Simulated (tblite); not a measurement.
A structure optimised at GFN2-xTB (Å):
```
atom  x, y, z in Å
C1    -1.1293   -0.9966    0.2532
C2    -0.5145    0.3425    0.0018
C3    -1.3598    1.5006   -0.0732
O4    -2.5593    1.5631    0.0383
C5     0.8354    0.5256   -0.1626
C6     1.7829   -0.6295   -0.0961
S7     1.5102    2.0594   -0.4456
H8    -0.9084   -1.6865   -0.5612
H9    -2.2071   -0.8846    0.3353
H10   -0.7485   -1.4328    1.1767
H11   -0.7425    2.4219   -0.2622
H12    2.8029   -0.3097   -0.2912
H13    1.7376   -1.0878    0.8921
H14    1.4997   -1.3860   -0.8276
```

Doublet state.

(1) Read off the bonds between heavy atoms and their formal orders.

(2) Give the structure as a SMILES string.

(3) Classify the heavy atoms.

(4) What is the arrangement about C6?

(5) What is the arrangement about C1?

Results:

(1) C1–C2 1.49 Å (single); C2–C3 1.44 Å (single); C3–O4 1.21 Å (double); C2–C5 1.37 Å (single); C5–C6 1.50 Å (single); C5–S7 1.70 Å (double). Bonds to hydrogen (Å): C1–H8 1.09; C1–H9 1.09; C1–H10 1.09; C3–H11 1.13; C6–H12 1.09; C6–H13 1.09; C6–H14 1.09. The orders are those of one drawing; other resonance forms can be drawn.

(2) `C[C](C=O)C(C)=S`, C5H7OS.

(3) C1: carbon bonded to C and 3 H; C2: carbon bonded to 3 C; C3: carbon bonded to C, O and H; O4: oxygen bonded to C; C5: carbon bonded to 2 C and S; C6: carbon bonded to C and 3 H; S7: sulfur bonded to C.

(4) It has 4 neighbours (C5, H12, H13, H14) and is tetrahedral (angles from 107.8° to 111.1°).

(5) It has 4 neighbours (C2, H8, H9, H10) and is tetrahedral (angles from 108.0° to 111.0°).

All values are computed, not measured.
